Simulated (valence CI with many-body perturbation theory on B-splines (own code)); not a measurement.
Energy levels of Ca¹⁵⁺

Calculated by configuration interaction combined with many-body perturbation theory (CI+MBPT): three valence electrons over a frozen Dirac-Fock core [He], a basis of 11 s, 11 p, 9 d, 7 f, 5 g, 2 h, 1 i functions for each j, with the one-electron correlation potential Σ1, the two-electron term Σ2, the three-electron term Σ3, Breit, model QED; selected CI, second order for the rest (own B-spline code, finite nucleus).

No measured spectrum was set against this ion. As an estimate, levels of excited configurations hold to 0.05 to 0.15 % of their energy, terms of the ground configuration to about 0.5 %.

Levels 46 to 81 of 81, with energies above the lowest level, 2s2 2p 2P°_1/2. "Leading %" is the weight of the configuration and term that name the level; weights of strongly mixed levels are sums over their largest components and can fall short. In the jj column 3d3/2^4 stands for four electrons in 3d with j = 3/2. Lifetimes count E1, E2, E3, M1 and M2 decay at the calculated energies, and are blank where another channel may lead or the interval is too uncertain; long ones can be off by a factor of two.

```tsv
No.	Configuration	Term	J	E (eV)	Leading %	Second component	Leading jj	Lifetime
46	2s 2p 3d	4D°	3/2	611.69	46	36 % 2s 2p 3s 2P°	2s 2p3/2 3s (29 %)	190 fs
47	2s 2p 3d	4D°	1/2	611.77	83	10 % 2s 2p 3s 2P°	2s 2p1/2 3d3/2 (57 %)	129 fs
48	2s 2p 3d	2D°	3/2	613.13	80	8 % 2s 2p 3d 4D°	2s 2p3/2 3d5/2 (34 %)	298 fs
49	2s 2p 3d	2D°	5/2	613.76	59	32 % 2s 2p 3d 4D°	2s 2p3/2 3d3/2 (63 %)	208 fs
50	2s 2p 3d	4D°	7/2	614.07	91	7 % 2s 2p 3d 4F°	2s 2p3/2 3d5/2 (66 %)	123 fs
51	2s 2p 3d	4P°	5/2	615.33	60	27 % 2s 2p 3d 4D°	2s 2p3/2 3d5/2 (68 %)	178 fs
52	2s 2p 3d	4P°	3/2	615.63	80	17 % 2s 2p 3d 4D°	2s 2p3/2 3d3/2 (72 %)	184 fs
53	2s 2p 3d	4P°	1/2	615.90	94	4 % 2s 2p 3d 4D°	2s 2p3/2 3d3/2 (93 %)	202 fs
54	2s 2p 3d	2F°	5/2	620.03	94	4 % 2s 2p 3d 2D°	2s 2p1/2 3d5/2 (46 %)	190 fs
55	2s 2p 3d	2P°	3/2	622.71	93		2s 2p3/2 3d5/2 (52 %)	225 fs
56	2s 2p 3d	2F°	7/2	622.73	99		2s 2p3/2 3d3/2 (53 %)	162 fs
57	2s 2p 3d	2P°	1/2	624.30	96		2s 2p3/2 3d5/2 (85 %)	213 fs
58	2s 2p 3p	2P	1/2	627.18	86	10 % 2p2 3s 2P	2s 2p3/2 3p1/2 (52 %)	949 fs
59	2s 2p 3p	2D	3/2	627.38	68	26 % 2s 2p 3p 2P	2s 2p3/2 3p1/2 (71 %)	1.95 ps
60	2s 2p 3p	2D	5/2	628.03	93	4 % 2p2 3s 2D	2s 2p3/2 3p3/2 (64 %)	3.75 ps
61	2s 2p 3p	2P	3/2	628.43	62	27 % 2s 2p 3p 2D	2s 2p3/2 3p3/2 (69 %)	1.25 ps
62	2s 2p 3p	2S	1/2	631.74	89		2s 2p3/2 3p3/2 (59 %)	3.07 ps
63	2p2 3s	4P	1/2	635.73	95		2p1/2^2 3s (53 %)	1.90 ps
64	2p2 3s	4P	3/2	637.51	97		2p1/2 2p3/2 3s (92 %)	1.84 ps
65	2p2 3s	4P	5/2	639.71	94		2p1/2 2p3/2 3s (52 %)	1.72 ps
66	2s 2p 3d	2F°	7/2	641.26	94	5 % 2p2 3p 2F°	2s 2p3/2 3d5/2 (65 %)	224 fs
67	2s 2p 3d	2F°	5/2	641.39	93	6 % 2p2 3p 2F°	2s 2p3/2 3d3/2 (70 %)	185 fs
68	2s 2p 3d	2D°	3/2	642.91	98		2s 2p3/2 3d3/2 (64 %)	143 fs
69	2s 2p 3d	2D°	5/2	643.40	97		2s 2p3/2 3d5/2 (70 %)	144 fs
70	2p2 3s	2P	1/2	644.20	83	14 % 2s 2p 3p 2P	2p1/2 2p3/2 3s (65 %)	808 fs
71	2s 2p 3d	2P°	1/2	645.52	93		2s 2p3/2 3d3/2 (70 %)	189 fs
72	2s 2p 3d	2P°	3/2	645.93	96		2s 2p3/2 3d5/2 (64 %)	191 fs
73	2p2 3s	2P	3/2	646.29	67	20 % 2p2 3s 2D	2p1/2 2p3/2 3s (73 %)	840 fs
74	2p2 3p	2S°	1/2	648.02	51	30 % 2p2 3p 4D°	2p1/2^2 3p1/2 (54 %)	733 fs
75	2p2 3p	4D°	1/2	649.32	64	33 % 2p2 3p 2S°	2p1/2 2p3/2 3p1/2 (63 %)	855 fs
76	2p2 3p	4D°	3/2	649.90	90	6 % 2p2 3p 4P°	2p1/2 2p3/2 3p1/2 (51 %)	1.10 ps
77	2p2 3s	2D	5/2	650.68	90	4 % 2p2 3s 4P	2p3/2^2 3s (51 %)	997 fs
78	2p2 3s	2D	3/2	651.23	74	18 % 2p2 3s 2P	2p3/2^2 3s (72 %)	967 fs
79	2p2 3p	4D°	5/2	651.68	92	5 % 2p2 3p 4P°	2p1/2 2p3/2 3p3/2 (75 %)	1.10 ps
80	2p2 3p	4P°	3/2	652.67	64	24 % 2p2 3p 2D°	2p1/2 2p3/2 3p1/2 (46 %)	828 fs
81	2p2 3p	4P°	1/2	652.97	86	10 % 2p2 3p 2S°	2p1/2 2p3/2 3p3/2 (56 %)	821 fs
```

Names give the largest LS component (configuration and term), which can be under half, so a name can repeat, a term be missing and a line seem to break the LS rules; names also repeat where a configuration has a term twice.
